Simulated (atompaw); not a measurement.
## Pseudopotential generation for phosphorus (P): PAW (atompaw), PBEsol, scalar-relativistic.

Input for atompaw 4.2.0.5:

```
P 15
GGA-PBESOL scalarrelativistic loggrid 1500 logderivrange -3 5 201
3 3 0 0 0 0
3 1 3
0 0 0
c
c
v
c
v
2
1.45 1.35 0.95 1.25
y
0.1
n
y
-0.1
n
y
0.45
y
3.1
n
custom polynom2 7 10 vanderbiltortho sinc
bessel
1.20
1.45
1.45
1.45
1.05
1.45
PWSCFOUT
UPFDX 0.0125d0 UPFXMIN -7.d0 UPFZMESH 15.d0
END
```

Command:

```bash
atompaw < P.input > P.log
```

The program printed (summary file):

```
[... start of the log left out ...]
   Valence                  :      -53.92592553542737

 PAW parameters:
       lmax =            2
         rc =    1.4513660152812233
        irc =          996
   rc_shape =    1.3510551530700683
    rc_vloc =   0.95190989381670266
    rc_core =    1.2576747230700704
   Vloc: truncated form - Vps(r)=A.sin(qr)/r for r<rc
   Projector type: improved polynomial pseudization + Vanderbilt ortho.
   Sinc^2 compensation charge shape zeroed at   1.3511E+00

 Number of basis functions     6
 No.   n  nodes  l      Energy         Cp coeff         Occ
  1    3    2    0   -0.1022896E+01 -0.4141516E+02  0.2000000E+01
  2  999    3    0    0.1000000E+00 -0.9844521E+01  0.0000000E+00
  3    3    1    1   -0.4027538E+00  0.1530023E+05  0.3000000E+01
  4  999    2    1   -0.1000000E+00  0.5492076E+04  0.0000000E+00
  5  999    0    2    0.4500000E+00 -0.1727110E+03  0.0000000E+00
  6  999    1    2    0.3100000E+01 -0.5357349E+02  0.0000000E+00

 Eigenvalues of overlap operator (in the basis of projectors):
    1       -3.38436318E-03
    2        1.61775073E+00
    3        2.04222822E+00
    4        4.17379108E+02
    5        6.18840392E+04
    6        1.14371814E+10

The overlap operator has at least one negative eigenvalue!
It might be not positive definite...
Program is stopping.
This probably means that your projectors are too similar
or that your PAW basis is incomplete.
Advice: try to change your input parameters (f.i. : reference energies).
```

The run stopped because the overlap operator built from these waves and projectors is not positive definite.

The run took about 1.6 s on one core of a shared server CPU.
